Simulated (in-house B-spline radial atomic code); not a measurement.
**Ionising the iodine ion I⁴⁺ with different functionals**

Computed with a radial B-spline atomic code at the basis-set limit: non-relativistic Hamiltonian, point nucleus, spin-polarised at highest spin, spherical fractional occupations for the functionals, the average over the highest-spin determinants for Hartree-Fock. The ionisation energy is the difference of two self-consistent energies, [Kr] 4d10 5s2 5p1 → [Kr] 4d10 5s2, without Breit or QED terms; ε is the level of the shell that loses the electron (its least bound occupied spin orbital). There is no spin-orbit coupling in this Hamiltonian.

Hybrids are left out here: with spherical fractional occupations of an open shell their exact exchange keeps a self-interaction that integer-occupation calculations don't have.

```json
{"method": "Hartree-Fock", "rung": "Hartree-Fock", "ΔSCF (eV)": "49.17", "-ε(5p) (eV)": "49.36"}
{"method": "LDA VWN5", "rung": "LDA", "ΔSCF (eV)": "50.40", "-ε(5p) (eV)": "45.23"}
{"method": "LDA PW92", "rung": "LDA", "ΔSCF (eV)": "50.40", "-ε(5p) (eV)": "45.22"}
{"method": "LDA exchange-only", "rung": "LDA", "ΔSCF (eV)": "49.12", "-ε(5p) (eV)": "44.03"}
{"method": "PBE", "rung": "GGA", "ΔSCF (eV)": "49.99", "-ε(5p) (eV)": "44.91"}
{"method": "PBEsol", "rung": "GGA", "ΔSCF (eV)": "50.06", "-ε(5p) (eV)": "45.00"}
{"method": "BLYP", "rung": "GGA", "ΔSCF (eV)": "50.03", "-ε(5p) (eV)": "44.85"}
{"method": "RPBE", "rung": "GGA", "ΔSCF (eV)": "49.83", "-ε(5p) (eV)": "44.82"}
{"method": "PW91", "rung": "GGA", "ΔSCF (eV)": "50.11", "-ε(5p) (eV)": "45.03"}
{"method": "BP86", "rung": "GGA", "ΔSCF (eV)": "50.19", "-ε(5p) (eV)": "45.10"}
{"method": "AM05", "rung": "GGA", "ΔSCF (eV)": "50.03", "-ε(5p) (eV)": "44.97"}
{"method": "OLYP", "rung": "GGA", "ΔSCF (eV)": "49.75", "-ε(5p) (eV)": "44.81"}
{"method": "TPSS", "rung": "meta-GGA", "ΔSCF (eV)": "49.83", "-ε(5p) (eV)": "44.88"}
{"method": "SCAN", "rung": "meta-GGA", "ΔSCF (eV)": "49.97", "-ε(5p) (eV)": "45.07"}
{"method": "r2SCAN", "rung": "meta-GGA", "ΔSCF (eV)": "49.87", "-ε(5p) (eV)": "45.04"}
{"method": "M06-L", "rung": "meta-GGA", "ΔSCF (eV)": "49.49", "-ε(5p) (eV)": "44.56"}
{"method": "revTPSS", "rung": "meta-GGA", "ΔSCF (eV)": "49.79", "-ε(5p) (eV)": "44.87"}
```

How do they compare with the NIST value?

NIST lists 51.52 eV ± 0.04 (measured, ground level to ground level). Errors run from -2.40 to -1.12 eV. The correlated functionals all miss on the same side by more than they spread, so the cause is common to them (relativity, Breit-QED terms, multiplet and fine-structure energies, or a listed next ion that isn't the cheapest removal here) and closeness doesn't rank the functionals. Hartree-Fock also lacks correlation.
